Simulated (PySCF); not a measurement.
Si(H)2(OMe)(SMe) (C₂H₈OSSi), SMILES S(C)[SiH2]OC.

Coordinates come from a PBE-D3(BJ)/def2-SVP optimisation. One conformer was computed; it need not be the lowest.

Level of theory: PySCF 2.14.0 with TDA-CAM-B3LYP/def2-SVPD.

Vertical excitations. Isolated molecule, no solvent.

| state | energy (eV) | λ (nm) | f | main pairs |
|---|---|---|---|---|
| S1 | 5.81 | 213 | 0.001 | HOMO→LUMO 61 %, HOMO→LUMO+1 19 % |
| S2 | 6.48 | 191 | 0.034 | HOMO→LUMO+1 45 %, HOMO→LUMO+2 34 %, HOMO→LUMO 14 % |
| S3 | 6.81 | 182 | 0.032 | HOMO→LUMO+3 46 %, HOMO→LUMO+2 19 %, HOMO→LUMO+1 15 % |
| S4 | 7.09 | 175 | 0.006 | HOMO→LUMO+3 35 %, HOMO→LUMO+2 30 %, HOMO→LUMO 15 % |
| S5 | 7.37 | 168 | 0.023 | HOMO−1→LUMO 36 %, HOMO−1→LUMO+1 26 %, HOMO−1→LUMO+3 18 % |
| S6 | 7.46 | 166 | 0.014 | HOMO−1→LUMO+1 45 %, HOMO−1→LUMO 27 % |
| S7 | 7.52 | 165 | 0.022 | HOMO→LUMO+4 61 %, HOMO→LUMO+6 20 % |
| S8 | 7.77 | 160 | 0.070 | HOMO→LUMO+5 64 %, HOMO−1→LUMO+2 14 % |
| S9 | 7.80 | 159 | 0.041 | HOMO−1→LUMO+2 39 %, HOMO→LUMO+5 16 %, HOMO−1→LUMO+3 12 %, HOMO−1→LUMO 6 % |
| S10 | 8.01 | 155 | 0.005 | HOMO→LUMO+7 24 %, HOMO→LUMO+6 17 %, HOMO−2→LUMO+1 13 %, HOMO−2→LUMO 10 % |
| T1 | 5.33 | 233 | 0 | HOMO→LUMO 48 %, HOMO→LUMO+1 28 % |
| T2 | 5.99 | 207 | 0 | HOMO→LUMO+2 30 %, HOMO→LUMO+1 28 %, HOMO→LUMO 18 %, HOMO→LUMO+3 10 % |
| T3 | 6.32 | 196 | 0 | HOMO→LUMO+2 39 %, HOMO→LUMO+3 34 %, HOMO→LUMO+1 9 % |
| T4 | 6.65 | 186 | 0 | HOMO−1→LUMO 38 %, HOMO−1→LUMO+3 9 %, HOMO−1→LUMO+1 8 %, HOMO→LUMO+3 7 % |
Triplets are in the Tamm–Dancoff approximation.
